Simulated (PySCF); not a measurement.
C5H4F2O, SMILES C1=CC(C(C1)(F)F)=O.

Coordinates come from a PBE0-D3(BJ)/def2-SVP optimisation. The structure was generated by enumeration, and PubChem lists no compound with its InChIKey, so it may never have been made. The values are those of a single conformer.

Two levels are set side by side: TDA-PBE/def2-SVPD (PySCF) and TDA-CAM-B3LYP/def2-SVPD (PySCF). Vertical, same geometry. The lowest singlet is HOMO→LUMO 100 % with PBE and HOMO→LUMO 94 % with the other functional; states are paired by order. Differences are taken from unrounded values.

| quantity | TDA-CAM-B3LYP |
|---|---|
| lowest singlet excitation (eV) | 3.74 |
| lowest triplet excitation (TDA) (eV) | 3.22 |
| first bright state (f over 0.05) (eV) | 6.31 |
| its oscillator strength | 0.36 |

**Question.** What does TDA-PBE give, and how far is it from TDA-CAM-B3LYP? (An estimate is asked for; the answer gives what the named calculation found.)

**Answer.** 
| quantity | TDA-PBE | TDA-PBE minus TDA-CAM-B3LYP |
|---|---|---|
| lowest singlet excitation (eV) | 3.04 | -0.70 |
| lowest triplet excitation (TDA) (eV) | 2.61 | -0.62 |
| first bright state (f over 0.05) (eV) | 5.74 | -0.57 |
| its oscillator strength | 0.19 | -0.17 |

A lower first singlet is the usual sign of a functional without exact exchange. Differences between two approximate levels are no errors against the true value.

Rough cost on one machine, each run with all the roots and properties that it gave: TDA-CAM-B3LYP against TDA-PBE about 4 times.
